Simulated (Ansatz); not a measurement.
This geometry of H4O2SSiTe (9 atoms, charge 0, multiplicity 1) is a first-order saddle point.

The calculation used Ansatz 0.2.0, RKS BHLYP-D4/def2-SVP.

```xyz
9
Properties=species:S:1:pos:R:3
O 0.211 0.298 -1.477
Si 0.276 -0.006 0.140
O 1.857 -0.145 0.549
S -0.887 -1.758 0.514
Te -0.530 1.835 1.604
H -0.371 0.976 -1.808
H 2.461 -0.499 -0.100
H -0.818 -2.188 -0.756
H -2.111 1.441 1.318
```

(1) Which two structures does it join? (They come from a converged band through this point; their orientation in space is the band's.)

(2) How far does it lie above each of them?

Answers

(1) No bond is made or broken. The dihedral H6–O1–Si2–S4 goes from 168 to 66°.

Initial state:

```xyz
9
Properties=species:S:1:pos:R:3
O -0.140 0.235 -1.464
Si 0.247 0.011 0.119
O 1.841 0.240 0.448
S -0.344 -2.001 0.497
Te -0.786 1.718 1.602
H -0.125 1.129 -1.800
H 2.446 -0.465 0.226
H -0.741 -2.196 -0.770
H -2.309 1.283 1.125
```

Final state:

```xyz
9
Properties=species:S:1:pos:R:3
O 0.289 0.449 -1.432
Si 0.256 -0.045 0.138
O 1.804 -0.473 0.461
S -1.139 -1.630 0.409
Te -0.356 1.719 1.792
H -0.480 0.863 -1.813
H 2.443 -0.299 -0.227
H -0.775 -2.287 -0.706
H -1.953 1.656 1.360
```

(2) 0.063 eV above the first and 0.020 eV above the second. This is the barrier of this one path; another mechanism may lie lower.

Time of the run: 10 min on 2 threads of Intel(R) Xeon(R) Processor @ 2.50GHz (Skylake/Cascade Lake), with other jobs on the host, peak memory 0.3 GiB.
